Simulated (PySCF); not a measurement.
## Correlation energy of Ar⁺ (argon, charge +1)

[Ne] 3s2 3p5, 2P determinant. Calculation: PySCF 2.14, in ANO-RCC-VTZP (5s4p2d1f, 34 functions); the spin-free X2C one-electron Hamiltonian (Gaussian nucleus). Frozen: [Ne]; 7 electrons correlated.

| level | correlation energy (mhartree) |
| --- | --- |
| CCSD | -193.08 |
| (T) | -5.36 |
| CCSD(T) | -198.44 |
| CCSDT | -199.09 |

Diagnostics: T1 = 0.0064, D1 = 0.0217, largest double amplitude 0.052.

Cost of the coupled-cluster step: about 0.7 core-seconds, for 7 correlated electrons.
